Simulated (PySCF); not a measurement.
## Bond energies at HF/def2-SVP beside a composite method

PySCF, lowest determinants of a PBE0 search. The composite is CCSD(T) extrapolated to the basis-set limit from two correlation-consistent sets, with core-valence (CV) and scalar-relativistic (SR) terms as its label shows; it has no spin–orbit coupling and nothing beyond (T).

```tsv
species	state (unpaired electrons)	De HF (eV)	De composite (eV)	composite	dissociates to
SiP	doublet (π ↑)	1.29	3.75	CCSD(T)/CBS(TQ)+CV+SR	Si + P
CsBr	singlet (closed shell)	3.08	4.07	CCSD(T)/CBS(DT)	Cs + Br
SbCl⁺	doublet (π ↑)	1.74	3.54	CCSD(T)/CBS(DT)	Sb⁺ + Cl
AlH	singlet (closed shell)	2.29	3.19	CCSD(T)/CBS(TQ)+CV+SR	Al + H
CdF	doublet (σ ↑)	1.39	2.54	CCSD(T)/CBS(DT)	Cd + F
P2	singlet (closed shell)	1.40	5.05	CCSD(T)/CBS(TQ)+CV+SR	P + P
SbBr	triplet (π ↑↑)	1.32	2.63	CCSD(T)/CBS(DT)	Sb + Br
AlS	doublet (σ ↑)	2.45	4.25	CCSD(T)/CBS(TQ)+CV+SR	Al + S
```

**Question.** Does HF bind more or less than the composite, by how much on average, and where is the difference largest?

**Answer.** HF/def2-SVP binds less on average, method and basis taken together: the mean signed difference is -1.76 eV and the mean absolute one 1.76 eV; it is largest for P2 (-3.65 eV).

The molecules are drawn from runs that passed checks on state, spin purity and fit, so the hardest cases are missing and the errors look smaller than over all diatomics.

Correlated steps freeze the inner cores (5 to 37 orbitals); shallow outer-core shells are correlated. UHF and ROHF references stand side by side, which adds small steps between rows. Spin–orbit coupling is left out, which matters for elements this heavy, above all for dissociation energies. For an ion De counts to the pair picked by the measured ionisation energies or electron affinities, which need not be the lowest pair at this level. Where the molecule has an RHF reference, its open-shell atoms are computed with UHF. The CCSD T1 diagnostic is raised in AlS, a sign that a single reference may not be enough there. UHF is strongly spin-contaminated for SiP, so the ROHF reference used there is far from stable. States were picked by a PBE0 search and need not be the measured ground states.
